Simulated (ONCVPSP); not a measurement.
# Which change was made? (Ga, ONCV)

```json
{"Element": "gallium (Ga)", "Generator": "ONCVPSP 4.0.1", "Type": "optimised norm-conserving Vanderbilt (ONCV)", "Functional": "LDA (Perdew-Wang 92)", "Relativity": "scalar-relativistic", "Frozen core": "[Ar] 3d10", "Valence charge": "3", "Reference configuration": "4s2 4p1", "Partial waves": "4s: rc 1.60 bohr, ncon 5, nbas 9, qcut 3.7 1/bohr, 2 projectors, debl 2.4 Ha; 4p: rc 1.60 bohr, ncon 4, nbas 8, qcut 5.7 1/bohr, local", "Local potential": "the p channel", "Core correction": "Teter function fitted to the true core (icmod 2), fcfact 0.6"}
```

Cutoffs, loose and tight: the cutoffs (Ha) at which the residual kinetic energy of the hardest occupied pseudo-wave falls to 1 and 0.1 mHa per electron. They do not see the model core or the augmentation charge, which bear on the density cutoff. Test errors are all-electron minus pseudo excitation energies from the reference, over the configurations 4s2 4p0; 4s1 4p0; 4s2 4p0.5; 4s0 4p3; variants that change the core or the reference have their own tests.

The base gives: outcome: generated; cutoff, loose: 8.9 Ha; cutoff, tight: 74 Ha; bound ghosts: none; GHOST(+) flags above zero: s; largest test error (meV): -116.

Problem. After one change the result is: outcome: generated; cutoff, loose: 11 Ha; cutoff, tight: 76 Ha; bound ghosts: none; GHOST(+) flags above zero: s; largest test error (meV): -116. Which change was it?
A. s: qcut 2.8; p: qcut 4.3
B. s: qcut 2.4; p: qcut 3.8
C. s: qcut 3.9; p: qcut 6.1
D. s: qcut 4.3; p: qcut 6.7
E. s: qcut 5.4; p: qcut 8.3

Solution. C. The others give: s: qcut 5.4; p: qcut 8.3 → outcome: generated; cutoff, loose: 22 Ha; cutoff, tight: 74 Ha; bound ghosts: s; GHOST(+) flags above zero: none; largest test error (meV): -121 | s: qcut 2.4; p: qcut 3.8 → outcome: generated; cutoff, loose: 19 Ha; cutoff, tight: 66 Ha; bound ghosts: none; GHOST(+) flags above zero: none; largest test error (meV): -116 | s: qcut 4.3; p: qcut 6.7 → outcome: generated; cutoff, loose: 15 Ha; cutoff, tight: 78 Ha; bound ghosts: s; GHOST(+) flags above zero: none; largest test error (meV): -117 | s: qcut 2.8; p: qcut 4.3 → outcome: generated; cutoff, loose: 15 Ha; cutoff, tight: 67 Ha; bound ghosts: none; GHOST(+) flags above zero: none; largest test error (meV): -116.
